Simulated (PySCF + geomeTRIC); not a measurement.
Species: C3H5N, SMILES `C1=NCC1` (charge 0, multiplicity 1).

Q: Give a relaxed geometry from B3LYP-D3(BJ)/def2-TZVP (PySCF + geomeTRIC).

A: the end point of this relaxation (outside a Z-matrix the atoms follow the SMILES, hydrogens last).
Z-matrix (Å, degrees):
```
C
H 1 1.0911
H 1 1.0911 2 109.10
C 1 1.5028 2 116.25 3 -133.83
N 4 1.2816 1 99.85 2 -114.74
H 4 1.0883 5 126.27 1 -180.00
C 5 1.4965 4 90.71 6 -180.00
H 7 1.0903 5 112.57 4 117.83
H 7 1.0903 8 109.49 5 -126.02
```
